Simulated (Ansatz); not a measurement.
Two isomers of C2H8S2Si: A = `C[SiH2]SSC`, B = `CS[SiH](C)S`.

Program: Ansatz. Geometries: PBE0-D4/def2-TZVP. ΔE: electronic, gas phase. CCSD(T)/CBS adds triple-zeta CCSD(T) − MP2 to the extrapolated MP2 energy (def2 sets, frozen cores). DFT in def2-TZVPP. B3LYP here is the variant with VWN-RPA as its local correlation; programs differ in this. One conformer a species, not always the lowest.

A:

```xyz
13

C     0.198    2.099    0.974
Si    0.896    1.004   -0.359
S     1.455   -0.927    0.397
S    -0.438   -1.557    0.911
C    -0.984   -2.368   -0.601
H     0.941    2.280    1.753
H    -0.676    1.629    1.428
H    -0.106    3.062    0.553
H     2.150    1.571   -0.928
H    -0.092    0.813   -1.455
H    -1.021   -1.662   -1.430
H    -1.991   -2.739   -0.398
H    -0.332   -3.206   -0.846
```

B:

Z-matrix (Å, degrees):
```
C
S 1 1.815
H 1 1.090 2 111.2
H 1 1.089 2 106.9 3 -118.8
H 1 1.090 2 110.6 3 122.6
Si 2 2.125 1 100.6 3 -72.8
S 6 2.145 2 112.0 1 -58.5
C 6 1.863 2 113.8 1 60.2
H 6 1.485 2 103.3 1 -178.2
H 7 1.343 6 94.5 2 -55.2
H 8 1.092 6 109.9 2 57.9
H 8 1.093 6 110.5 2 177.9
H 8 1.092 6 111.1 2 -62.1
```

Question: Which is lower in electronic energy at CCSD(T)/CBS, and by how much? (Estimate.)

Answer: Ansatz gave: B, by 91.6 kJ/mol.

Question: Give E(B) − E(A) in kJ/mol with HF/def2-TZVPP, PBE-D4, CCSD/def2-TZVPP, r2SCAN-D4, BLYP-D4, B3LYP, B2PLYP. (An estimate is asked.)

Answer: The calculation gave: HF/def2-TZVPP -93.7, PBE-D4 -83.7, CCSD/def2-TZVPP -95.6, r2SCAN-D4 -90.6, BLYP-D4 -80.5, B3LYP -84.4, B2PLYP -88.8. None reverses the order clearly.

Question: Does the order hold for the free energy at 298.15 K (harmonic terms from PBE0-D4)? (Best estimate.)

Answer: Ansatz gave: Yes: G(B) − G(A) = -91.0 kJ/mol, for one conformer each.

Largest T1 diagnostic: 0.011.

From PBE to PBE0 (25 % exact exchange), in def2-TZVPP and without D4, E(B) − E(A) moves by −6.0 kJ/mol. Leaving LDA and LC-ωPBE aside and taking each functional with its dispersion term where it has one, the values, not all of them listed here, spread over 14.1 kJ/mol, from PBE-QIDH to BLYP-D4.
